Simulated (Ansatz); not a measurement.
Consider the atomization: `S[CH]1[NH][GeH2]1` → C• + Ge• + 5 H• + N• + S•.

Calculated with Ansatz (gas phase, PBE0-D4/def2-TZVP geometries, no zero-point term in ΔE). CBS: MP2 limit from def2 TZ/QZ plus the TZ coupled-cluster correction, frozen cores. This one scheme is used for every species, atoms too. Functionals use def2-TZVPP. B3LYP here is the variant with VWN-RPA as its local correlation; programs differ in this. No spin–orbit coupling; open shells (•) take unrestricted orbitals. Spin–orbit coupling would lower the free atoms: a little for C, S; clearly for Ge. Bonds to Ge are less sure, by a few kJ/mol each and by 10 to 20 or more in all where they break to atoms, as the def2 sets lack core-valence functions. Scalar relativity is left out up to krypton. One conformer a species, not always the lowest.

```csv
level,ΔE (kJ/mol),difference from CCSD(T)/CBS
r2SCAN-D4,2790.9,-2.5
ωB97X-V,2805.8,12.4
ωB97M-V,2788.3,-5.1
B2PLYP,2739.9,-53.5
r2SCAN,2786.3,-7.1
PBE0,2773.1,-20.3
B3LYP,2741.3,-52.1
HF/def2-TZVPP,1797.7,-995.7
MP2/def2-TZVPP,2738.8,-54.6
SCS-MP2/def2-TZVPP,2733.9,-59.5
CCSD/def2-TZVPP,2641.9,-151.5
CCSD(T)/def2-TZVPP,2703.2,-90.2
HF/def2-QZVPP,1801.7,-991.7
MP2/def2-QZVPP,2792.0,-1.4
SCS-MP2/def2-QZVPP,2795.0,1.6
CCSD/CBS(def2),2732.0,-61.4
CCSD(T)/CBS,2793.4,0
```

Largest T1 diagnostic among the species: 0.013.

From PBE to PBE0 (25 % exact exchange), in def2-TZVPP and without D4, ΔE moves by −68.3 kJ/mol: exact exchange takes away binding that semilocal exchange gives to molecules. In def2-TZVPP, CCSD(T) changes the Hartree–Fock value by +905.5 kJ/mol (the triples alone add +61.3 kJ/mol) and MP2 by +941.1 kJ/mol; breaking electron pairs costs correlation energy, which Hartree–Fock lacks.

For atomizations the MP2-based limit and the directly extrapolated one differ by several kJ/mol either way, and by 10 to 25 for some Ge, Se and Sn compounds, so smaller differences from it don't rank the levels.
